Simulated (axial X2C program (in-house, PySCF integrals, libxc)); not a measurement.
# TaO⁺: properties at the nuclei

Computed with an in-house all-electron X2C program for linear molecules (integrals from PySCF): two-component X2C with atomic mean-field Coulomb and Gaunt terms, Gaussian nuclei, basis Ta dyall-cv3z, O dyall-av3z with contracted cores.

R = 1.655 Å (near the PBE0 minimum at charge 1 of the determinant lowest at the starting distance; the state shown can have its own minimum elsewhere).

Determinant lowest in the PBE0 search, Ω = 1 (⟨Sz⟩ = -1.00, ⟨Lz⟩ = 2.00 at PBE0), spin on the atoms Ta -1.07, O 0.07:

```
 level  Eeff magnitude (GV/cm)  Ws magnitude Ta (kHz)  A∥/gI Ta (MHz)  qzz Ta (a.u.)  A∥/gI O (MHz)  qzz O (a.u.)
  PBE0                    20.7                   18.5           -7080          -3.81          -19.9         -0.60
    HF                    28.1                   24.6           -6690          -3.33          -15.3         -0.74
 B3LYP                    21.9                   19.7           -7180          -4.02          -19.7         -0.61
 PBE50                    20.5                   18.1           -7150          -3.53          -20.4         -0.63
r2SCAN                    21.1                   19.4           -7200          -4.15          -14.5         -0.57
```

Determinant 0.48 eV from it at PBE0 and this distance, Ω = 3 (⟨Sz⟩ = 1.00, ⟨Lz⟩ = 2.00 at PBE0), spin on the atoms Ta 1.07, O -0.07:

```json
{"level": "PBE0", "Eeff magnitude (GV/cm)": "19.6", "Ws magnitude Ta (kHz)": "5.96", "A∥/gI Ta (MHz)": "3090", "qzz Ta (a.u.)": "-4.23", "A∥/gI O (MHz)": "7.6", "qzz O (a.u.)": "-0.61"}
{"level": "HF", "Eeff magnitude (GV/cm)": "26.5", "Ws magnitude Ta (kHz)": "7.81", "A∥/gI Ta (MHz)": "2840", "qzz Ta (a.u.)": "-3.51", "A∥/gI O (MHz)": "-11.2", "qzz O (a.u.)": "-0.74"}
{"level": "B3LYP", "Eeff magnitude (GV/cm)": "20.9", "Ws magnitude Ta (kHz)": "6.39", "A∥/gI Ta (MHz)": "3140", "qzz Ta (a.u.)": "-4.45", "A∥/gI O (MHz)": "8.16", "qzz O (a.u.)": "-0.62"}
{"level": "PBE50", "Eeff magnitude (GV/cm)": "19.3", "Ws magnitude Ta (kHz)": "5.79", "A∥/gI Ta (MHz)": "3080", "qzz Ta (a.u.)": "-3.88", "A∥/gI O (MHz)": "4.31", "qzz O (a.u.)": "-0.63"}
{"level": "r2SCAN", "Eeff magnitude (GV/cm)": "20.1", "Ws magnitude Ta (kHz)": "6.24", "A∥/gI Ta (MHz)": "3180", "qzz Ta (a.u.)": "-4.65", "A∥/gI O (MHz)": "8.47", "qzz O (a.u.)": "-0.58"}
```

Eeff is the effective electric field on the electron electric dipole moment in this Ω state and Ws the scalar–pseudoscalar constant of the nucleus named (defined with the proton number Z and per Ω); A∥ (defined per Ω) follows by multiplying with gI = μI/(I μN); qzz is the electric field gradient, eQq0 = 234.96 MHz × Q/barn × qzz. The operators were transformed with the bare-nucleus X2C matrices; with these basis sets, hyperfine constants and field gradients can be off by tens of per cent, and where levels differ in sign neither size nor sign is settled.

Question: With gI(181Ta) = 0.6773, Q(181Ta) = 3.17 barn, gI(17O) = -0.7575, Q(17O) = -0.02558 barn (g factors from the IAEA table of nuclear moments by Stone; Q from Pyykkö, Mol. Phys. 2018), turn the PBE0 values of the first state into constants in MHz.

Answer: A∥(181Ta) = -7080 × 0.6773 = -4800 MHz; eQq0(181Ta) = 234.96 × (3.17) × (-3.81) = -2840 MHz; A∥(17O) = -19.9 × -0.7575 = 15.1 MHz; eQq0(17O) = 234.96 × (-0.02558) × (-0.60) = 3.61 MHz.

Each state is one determinant with collinear spin, which with several unpaired electrons need not be a pure state. Unrestricted Hartree–Fock can overshoot spin polarisation at the nuclei. With several open shells hyperfine constants can be off by a factor of several. Open-shell Ω = 0 determinants with evenly filled partner blocks cannot be reached by this program, so the Ω shown need not be the lowest component. The search compared states at one distance, so a state with another bond length can lie lower. Further determinants of the search, some of them spin-mixed, are not shown. PBE0 term energies can be off by some tenths of an eV.
